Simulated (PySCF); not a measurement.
Work out the structure from these simulated measurements.

Formula: BCl2GeH3.

| Property | Result |
| --- | --- |
| XPS | B1s 198.4, Cl2p3/2 206.7 (×2), Cl1s 2829.3 (×2) eV [ΔSCF SCAN, pcX-2 on the ionised atom, pcseg-1 elsewhere, spin-free X2C, 2p3/2 from a spin–orbit splitting computed afterwards within the 2p shell] |
| Valence photoelectron | vertical ionisation energy: 10.56 eV [ΔSCF CAM-B3LYP/def2-SVPD] |
| Rotational structure | rotational constants A, B, C: 3.081, 1.511, 1.026 GHz [PBE0-D3(BJ)/def2-SVP] |
| UV, strongest line | among the 10 lowest singlet transitions: S6 at 7.51 eV (165 nm, f = 0.133) [TDDFT CAM-B3LYP/def2-SVPD] |
| UV, first state | lowest singlet excitation: 4.78 eV (259 nm, f = 0.005) [TDDFT CAM-B3LYP/def2-SVPD] |
| 1H NMR | chemical shifts (computed TMS as zero) by class: 3.81 (3 H) ppm [GIAO PBE/pcSseg-2] |
| Triplet | lowest triplet excitation (Tamm–Dancoff): 4.07 eV [TDA CAM-B3LYP/def2-SVPD] |

Gas-phase values; electronic properties from PySCF, density fitting. Levels stand in brackets. Isolated species at its PBE0-D3(BJ)/def2-SVP geometry, gas phase. The calculation (core ionisation apart) is non-relativistic and has no spin–orbit coupling, an omission that weighs most on germanium. Each NMR value is the plain mean over a class of atoms that symmetry, rotation or inversion makes alike.

Q: Propose a structure and show how it fits.

A: Numbering: `[Cl:1][B:2]([Cl:3])[GeH3:4]`. All hydrogens form one class (3.81 ppm): Ge–H hydrogen. The core levels belong to: B1s 198.4 eV, three-coordinate boron [B2]; Cl2p3/2 206.7 eV, chlorine bonded to B [Cl1/Cl3]; Cl1s 2829.3 eV, chlorine bonded to B [Cl1/Cl3]. One atom of each topological class was ionised and stands for its class. No core level of Ge was computed. S1 is mainly HOMO→LUMO (weight 0.98); the largest Löwdin shares of the orbital it empties are 0.25 on the germanium bonded to B and 3 H, 0.23 on the three-coordinate boron, 0.21 on a chlorine bonded to B and 0.20 on a chlorine bonded to B, of the orbital it fills 0.47 on the three-coordinate boron, 0.18 on a chlorine bonded to B, 0.17 on a chlorine bonded to B and 0.13 on the germanium bonded to B and 3 H. By its constants the optimised geometry is an asymmetric top. Structure: `Cl[B](Cl)[GeH3]`. The assignments are read from this structure; whether some other isomer fits the data as well wasn't checked. NMR values of atoms bound to Ge lack the spin–orbit term that these neighbours bring.
